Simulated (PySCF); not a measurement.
Positional isomers: propene methyl+boryl. All species are isolated molecules in the gas phase. One relaxed conformer stands for each flexible species; it need not be the lowest. Strings in code marks are SMILES.

Calculation: B3LYP-D3(BJ)/def2-TZVP // M06-2X/def2-TZVP (PySCF). B3LYP has the VWN-RPA correlation part, as in Gaussian. Excitations are Tamm–Dancoff values on a coarser integration grid. The basis has no diffuse functions, so Rydberg states are missing or too high.

| species | T1 excitation (TDA) (eV) | S1 oscillator strength | LUMO (eV) |
|---|---|---|---|
| `BC(=C)CC` | 3.44 | 0.002 | ? |
| `C(/B)(=C\C)C` | 3.31 | 0.001 | ? |
| `B/C(C)=C\C` | ? | 0.002 | -2.03 |
| `BC=C(C)C` | 3.42 | ? | -1.94 |
| `B/C=C/CC` | 3.62 | ? | ? |
| `B/C=C\CC` | 3.47 | 0.001 | -2.11 |
| `BCC(=C)C` | 4.02 | 0.002 | -1.60 |
| `C(/C=C\C)B` | 4.33 | 0.009 | -1.29 |

**Question.** Complete the blanks.

**Answer.** 
- `BC(=C)CC`, LUMO (eV): -2.13
- `C(/B)(=C\C)C`, LUMO (eV): -1.91
- `B/C(C)=C\C`, T1 excitation (TDA) (eV): 3.19
- `BC=C(C)C`, S1 oscillator strength: 0.000
- `B/C=C/CC`, S1 oscillator strength: 0.003
- `B/C=C/CC`, LUMO (eV): -1.97
